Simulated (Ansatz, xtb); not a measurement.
A geometry optimisation of C2H3F2Si with r2SCAN-D4/def2-SVP

The starting geometry of this gas-phase doublet was built from a drawn formula by distance geometry and a force field; its bonds are those of `FC1(F)[CH][SiH2]1`.

```yaml
atoms:
  - { symbol: C, position_ang: [0.0940, 1.0945, -1.5382] }
  - { symbol: C, position_ang: [1.3196, 0.6412, -2.1797] }
  - { symbol: F, position_ang: [-1.0128, 1.2606, -2.3231] }
  - { symbol: F, position_ang: [0.1940, 2.2346, -0.7648] }
  - { symbol: Si, position_ang: [0.6235, -0.5000, -0.9119] }
  - { symbol: H, position_ang: [1.3105, 0.3387, -3.1987] }
  - { symbol: H, position_ang: [0.2487, -1.7634, -1.5701] }
  - { symbol: H, position_ang: [1.6273, -0.5776, 0.1987] }
```

Predict what becomes of its bonds when it is optimised with r2SCAN-D4/def2-SVP.

It keeps its bonds, and is `FC1(F)[CH][SiH2]1`.

The energy falls by 0.57 eV over 14 steps:

| step | E − E(last) (eV) |
| --- | --- |
| 1 | 0.568 |
| 2 | 0.147 |
| 4 | 0.009 |
| 5 | 0.004 |
| 7 | 0.001 |
| 8 | 0.001 |
| 10 | 0.001 |
| 11 | 0.000 |
| 13 | 0.000 |
| 14 | 0.000 |

Final geometry (Å):

```xyz
8

C     0.1024    1.1426   -1.6126
C     1.2784    0.6234   -2.2844
F    -1.0119    1.3995   -2.3214
F     0.2388    2.1157   -0.6762
Si    0.8089   -0.5858   -0.9914
H     1.2707    0.4800   -3.3717
H     0.3007   -1.9246   -1.3914
H     1.4167   -0.5220    0.3614
```

From the same start GFN2-xTB ends elsewhere, at `FC(F)=C[SiH2]`.

No frequencies were run, so the end isn't proven a minimum. Open shells are spin-unrestricted. Run with Ansatz 0.2.0, 55 s on 2 threads of Intel(R) Xeon(R) Platinum 8488C (Sapphire Rapids) (shared host).
